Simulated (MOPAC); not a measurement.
MOPAC input (PM6):

```
PM6 1SCF CHARGE=1 GEO-OK AUX(PRECISION=9) THREADS=1
H2BBr2O

O    -1.84031000 1   -0.55736000 1    0.07282300 1
B    -0.41975700 1   -0.12712800 1    0.01661000 1
Br   -0.11177900 1    1.57013600 1    0.70785600 1
Br    0.72596900 1   -1.38412100 1   -0.73216100 1
H    -2.54200300 1    0.01247500 1    0.44369100 1
H    -2.13338900 1   -1.42847300 1   -0.25868200 1
```

From the output:

```
                                                       MOPAC v23.2.5 Linux

          FINAL HEAT OF FORMATION =         88.08937 KCAL/MOL =     368.56594 KJ/MOL

          COSMO AREA              =        119.37 SQUARE ANGSTROMS
          COSMO VOLUME            =        106.28 CUBIC ANGSTROMS

          IONIZATION POTENTIAL    =         15.534390 EV
          HOMO LUMO ENERGIES (EV) =        -15.534 -7.118
          NO. OF FILLED LEVELS    =         12
          MOLECULAR WEIGHT        =        188.6332         POINT GROUP:  C2v

          MOLECULAR DIMENSIONS (Angstroms)

            Atom       Atom       Distance
            H     6   Br     3     3.74336
            H     5   Br     4     3.72766
            O     1    H     6     0.00000

          SCF CALCULATIONS        =          1

   ATOM   CHEMICAL          X               Y               Z
  NUMBER   SYMBOL      (ANGSTROMS)     (ANGSTROMS)     (ANGSTROMS)

     1       O         -1.84031000  *  -0.55736000  *   0.07282300  *
     2       B         -0.41975700  *  -0.12712800  *   0.01661000  *
     3      Br         -0.11177900  *   1.57013600  *   0.70785600  *
     4      Br          0.72596900  *  -1.38412100  *  -0.73216100  *
     5       H         -2.54200300  *   0.01247500  *   0.44369100  *
     6       H         -2.13338900  *  -1.42847300  *  -0.25868200  *

                             CARTESIAN COORDINATES

   1    O       -1.840310000    -0.557360000     0.072823000
   2    B       -0.419757000    -0.127128000     0.016610000
   3   Br       -0.111779000     1.570136000     0.707856000
   4   Br        0.725969000    -1.384121000    -0.732161000
   5    H       -2.542003000     0.012475000     0.443691000
   6    H       -2.133389000    -1.428473000    -0.258682000

           Empirical Formula: H2 O B Br2  =     6 atoms

      MOLECULAR POINT GROUP   :   C2v

                  EIGENVALUES
 -38.95563 -31.52146 -31.36610 -27.77618 -27.41647 -21.48586 -21.16272 -17.82262
 -16.92041 -16.51723 -15.69222 -15.53439  -7.11772  -5.95213  -5.12928  -4.64727
  -2.81484  -1.55204 105.19508 105.32474 105.36132 106.80612 106.82471 107.53551
 107.56321 108.57236 108.85748 108.87590

              NET ATOMIC CHARGES AND DIPOLE CONTRIBUTIONS

  ATOM NO.   TYPE          CHARGE      No. of ELECS.   s-Pop       p-Pop       d-Pop
    1          O          -0.357209        6.3572     1.59704     4.76017
    2          B           0.419250        2.5807     0.99485     1.58590
    3         Br           0.057796        6.9422     1.97226     4.96448     0.00547
    4         Br           0.057796        6.9422     1.97226     4.96448     0.00547
    5          H           0.411184        0.5888     0.58882
    6          H           0.411184        0.5888     0.58882
 DIPOLE           X         Y         Z       TOTAL
 POINT-CHG.    -7.016    -2.125     0.278     7.335
 HYBRID        -0.275    -0.083     0.011     0.288
 SUM           -7.291    -2.208     0.288     7.623

          ATOMIC ORBITAL ELECTRON POPULATIONS

     Atom    s        px        py        pz      x^2-y^2     xz        z^2       yz        xy
    1  O   1.59704   1.44486   1.48489   1.83042
    2  B   0.99485   0.52352   0.64326   0.41912
    3 Br   1.97226   1.90286   1.29059   1.77103   0.00152   0.00028   0.00068   0.00144   0.00156
    4 Br   1.97226   1.62008   1.59260   1.75180   0.00145   0.00089   0.00065   0.00095   0.00152
    5  H   0.58882
    6  H   0.58882

 **********************
 *                    *
 * JOB ENDED NORMALLY *
 *                    *
 **********************

 == MOPAC DONE ==
```

The dipole moment of an ion depends on the origin.

The geometry given is a B3LYP-D3(BJ)/def2-TZVP minimum.
